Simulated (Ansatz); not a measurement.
Consider the cleavage of the B–B bond: `FB(F)B(F)F` + H–F → `FB(F)F` + `FBF`.

Program: Ansatz. Geometries: PBE0-D4/def2-TZVP. ΔE: electronic, gas phase. CCSD(T)/CBS is the MP2 limit (def2-TZVPP, def2-QZVPP) plus CCSD(T) − MP2 in def2-TZVPP, frozen cores. This one scheme is used for every species. Functionals use def2-TZVPP. Each species was taken in one conformer, which may not be the lowest.

CCSD(T)/CBS gives -167.9 kJ/mol.

Another level gave -167.8 kJ/mol. Which?
A. r2SCAN-D4/def2-TZVPP
B. PBE/def2-TZVPP
C. PBE0/def2-TZVPP
D. BHLYP-D4/def2-TZVPP

C. PBE0 -167.8, r2SCAN-D4 -176.2, PBE -160.5, BHLYP-D4 -182.4 kJ/mol.

Largest T1 diagnostic among the species: 0.014.

From BLYP to BHLYP (50 % exact exchange), in def2-TZVPP and without D4, ΔE moves by −14.6 kJ/mol. Leaving LDA and LC-ωPBE aside and taking each functional with its dispersion term where it has one, the values, not all of them listed here, spread over 27.0 kJ/mol, from BHLYP-D4 to revPBE-D4. LDA lies −4.0 kJ/mol from PBE without D4. In def2-TZVPP, CCSD(T) changes the Hartree–Fock value by +26.8 kJ/mol (the triples alone add +3.2 kJ/mol) and MP2 by +23.1 kJ/mol.
